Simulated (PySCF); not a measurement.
**Te+: excitation energy**

Te+ [Kr] 4d10 5s2 5p3 (4S) → Te+ [Kr] 4d10 5s1 5p3 6s1 (6S), as a difference of total energies. Computed with PySCF 2.14 in dyall-av2z, with no relativity, point nucleus. Correlated levels: valence: [Kr] 4d10 frozen; virtual orbitals above 40 to 60 times the deepest correlated orbital energy dropped. The calculations carry no spin-orbit coupling.

```csv
method,excitation energy (eV)
UHF,14.293
LDA,16.798
PBE,16.503
PBE0,16.258
r2SCAN,16.106
r2SCANh,16.047
B97-3,16.739
LC-wPBE,16.375
MP2 (valence),15.156
SCS-MP2 (valence),15.514
```

How much does correlation contribute at MP2 (valence)?

15.156 − (14.293) = 0.863 eV, measured against UHF.

The promoted electron is Rydberg-like, and one or two diffuse shells describe it only roughly, which tends to raise the upper state.
